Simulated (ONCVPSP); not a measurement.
Configuration tests for iridium (ONCV)

ONCVPSP 4.0.1 input, shortened (lines: element, Z, core and valence counts, functional; n l f; lmax; l rc ep ncon nbas qcut; lloc lpopt rc5 dvloc0; l nproj debl; icmod fcfact rcfact), PBE, fully relativistic:

```
  Ir 77.00   10    3        4      upf
    1    0    2.00
    2    0    2.00
    2    1    6.00
    3    0    2.00
    3    1    6.00
    3    2   10.00
    4    0    2.00
    4    1    6.00
    4    2   10.00
    4    3   14.00
    5    0    2.00
    5    1    6.00
    5    2    7.00
    2
    0    1.15    0.00    4    7    4.70
    1    1.70    0.00    3    7    6.70
    2    2.10    0.00    4    9    5.90
    4    4    1.05    0.00
    0    3    2.30
    1    2    3.90
    2    2    1.80
    0    0.00    0.00
```

Open shells are filled in proportion to 2j + 1.

In the s channel the program set the typed energies aside and used -4.241, 0.250, 2.550 Ha.

Energies are relative to the spin-unpolarised reference configuration 5s2 5p6 5d7; without spin polarisation the order of configurations can differ from experiment.

| valence configuration | charge | ΔE all-electron (eV) | error AE − PS (meV) |
| --- | --- | --- | --- |
| 5s2 5p6 5d7 6s2 | 0 | -27.363 | +2.9 |
| 5s2 5p6 5d7 6s1 | +1 | -17.474 | +0.7 |
| 5s2 5p6 5d7 6s1.5 | +0.5 | -23.323 | +1.6 |

Q: What are ΔE and the potential's error for 5s2 5p6 5d6?

A: ΔE = 30.536 eV all-electron; the error (AE − PS) is +6.7 meV.
